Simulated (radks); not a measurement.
Task: Xe VI, 49 electrons, occupied as [Kr] 4d10 5s2 5p1. Calculated with a radial shooting solver on a logarithmic mesh with Libxc functionals: scalar-relativistic Kohn-Sham, PBEsol, spin-polarised, spherical densities, finite nucleus; open shells are filled with parallel spins first (spin-orbit coupling, left out, can overturn this in heavy ions); Fermi nuclear charge, rms radius 4.7859 fm. Some entries of the table are withheld. Estimate them.

orbital,occ.,eigenvalue (hartree),r(max) (bohr)
1s up,1,-1264.786,0.01716
1s down,1,-1264.784,0.01716
2s up,1,-198.7811,0.09700
2s down,1,-198.7801,0.09700
2p up,3,-178.6401,0.07781
2p down,3,-178.6383,0.07781
3s up,1,-42.45552,0.2791
3s down,1,-42.45364,0.2791
3p up,3,-35.94938,0.2729
3p down,3,-35.94725,0.2729
3d up,5,-26.29164,0.2259
3d down,5,-26.28963,0.2259
4s up,1,-9.48893,0.6605
4s down,1,-9.48462,0.6606
4p up,3,-7.42359,(1)
4p down,3,-7.41882,(2)
4d up,5,-4.40638,0.7464
4d down,5,-4.39864,0.7463
5s up,1,(3),1.546
5s down,1,(4),1.538
5p up,1,-2.19887,(5)
5p down,0,-2.14968,(6)

Result: 
(1) 4p up r(max) (bohr): 0.6927
(2) 4p down r(max) (bohr): 0.6928
(3) 5s up eigenvalue (hartree): -2.73535
(4) 5s down eigenvalue (hartree): -2.68920
(5) 5p up r(max) (bohr): 1.724
(6) 5p down r(max) (bohr): 1.717
